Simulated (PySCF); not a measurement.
What an electron can do to PBr

PBE in PySCF with def2-TZVPPD on every atom, for the lowest determinant that a PBE0 search found; no spin–orbit coupling.

```
species  state (unpaired electrons)  Re (Å)  ωe (cm⁻¹)  energy of the minimum from the neutral (eV)  De (eV)  dissociates to
    PBr              triplet (π ↑↑)   2.191        426                                         0.00     3.27          P + Br
   PBr⁺               doublet (π ↑)   2.079        523                                         8.95     4.81         P⁺ + Br
   PBr⁻               doublet (π ↑)   2.337        321                                        -1.12     0.89         P + Br⁻
```

Work out the lowest energy to break PBr into atoms, from its vibrational ground state.

D0 = De − ωe/2 = 3.27 − 0.03 = 3.24 eV (PBE/def2-TZVPPD).

Work out the ionisation energy of the P atom at this level and the threshold of dissociative ionisation.

IE(P) = 8.95 + 4.81 − 3.27 = 10.49 eV, so P⁺ + Br + e⁻ appears at D0 + IE(P) = 13.73 eV (PBE/def2-TZVPPD). The measured IE(P) is 10.487 eV (NIST ASD).

Work out the electron affinity of the Br atom and the threshold of dissociative attachment.

EA(Br) = 3.27 − 0.89 − (-1.12) = 3.50 eV, so P + Br⁻ needs D0 − EA(Br) = -0.26 eV (negative: it is exothermic at zero electron energy) (PBE/def2-TZVPPD). The measured EA(Br) is 3.364 eV.

At which energy does ion-pair formation open?

P⁺ + Br⁻ lies at D0 + IE(P) − EA(Br) = 10.23 eV (PBE/def2-TZVPPD).

These are thermodynamic thresholds; the onsets seen under electron impact lie higher where the geometry changes, and cross-sections peak well above them.

Spin–orbit coupling is left out. For an ion De counts to the pair picked by the measured ionisation energies or electron affinities, which need not be the lowest pair at this level. The highest Kohn–Sham level is positive in this anion. Much of that is self-interaction error, but it also means that the finite basis helps to hold the extra electron. States were picked by a PBE0 search and need not be the measured ground states.
